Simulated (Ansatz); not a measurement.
PBE exchange is replaced step by step with exact exchange (0 % is PBE, 25 % PBE0; no dispersion term), basis def2-TZVP, Ansatz. System: the cluster ReO3. The state is a doublet with charge 0. Geometry: r2SCAN-D4/def2-TZVP.

Geometry of the doublet:

```xyz
4

Re   -0.206    0.602   -0.272
O    -0.697    0.132   -1.814
O     1.115   -0.275    0.773
O    -0.212   -0.459    1.313
```

In the def2 sets Re takes a core potential; there is no spin–orbit coupling. The structure holds one bond between oxygen atoms, so isomers without such links may lie far lower. At PBE-D4/def2-TZVP, PBE with 5 % exact exchange/def2-TZVP, PBE with 10 % exact exchange/def2-TZVP, PBE with 15 % exact exchange/def2-TZVP and others the charge 0 doublet is spin-contaminated (final ⟨S²⟩ up to 1.56, 0.75 for a pure state). The geometry of the doublet was relaxed on an unsound state (⟨S²⟩ 1.48, where a pure state has 0.75). At PBE0-D4/def2-TZVP a quartet of charge 0 lies 0.44 eV below the doublet, each at its own geometry. The structure comes from a short search, and lower isomers may exist.

HOMO and LUMO are taken over both spins.

| exact exchange (%) | HOMO (eV) | LUMO (eV) | gap (eV) | ⟨S²⟩ |
| --- | --- | --- | --- | --- |
| 0 | -5.67 | -4.91 | 0.76 | 1.248 |
| 5 | -5.99 | -4.71 | 1.27 | 1.294 |
| 10 | -6.31 | -4.52 | 1.79 | 1.336 |
| 15 | -6.64 | -4.34 | 2.30 | 1.375 |
| 25 | -7.24 | -3.98 | 3.26 | 1.444 |
| 35 | -7.81 | -3.60 | 4.22 | 1.500 |
| 50 | -8.69 | -3.02 | 5.67 | 1.562 |
